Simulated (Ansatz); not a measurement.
The cluster Ga4F5⁺. Charge 1, multiplicity 1. Geometry PBE0-D4/def2-SVP; atoms count from 1.

Cartesian coordinates in Å:
```
Ga 2.660 -0.334 0.002
Ga -0.292 -1.343 -2.301
Ga -0.401 -2.199 1.478
Ga -0.605 1.193 0.253
F 0.727 -1.434 -0.304
F -1.370 2.700 0.571
F 1.222 1.173 0.290
F -1.001 -0.186 1.385
F -0.940 0.430 -1.374
```

The structure comes from a short search, and lower isomers may exist.

Q: Estimate the Mulliken populations from the PBE0/def2-TZVP orbitals of Ansatz.

A: 
```tsv
atom	charge (e)
Ga1	0.64
Ga2	0.64
Ga3	0.64
Ga4	0.99
F5	-0.55
F6	-0.30
F7	-0.35
F8	-0.35
F9	-0.35
```
Mulliken values depend strongly on the basis.

Q: And the Mayer bond orders between heavy atoms (over 0.3)?

A: Ga1–F7 0.31 (2.10 Å); Ga2–F9 0.31 (2.10 Å); Ga3–F8 0.31 (2.10 Å); Ga4–F6 1.12 (1.72 Å); Ga4–F7 0.69 (1.83 Å); Ga4–F8 0.69 (1.83 Å); Ga4–F9 0.69 (1.83 Å).
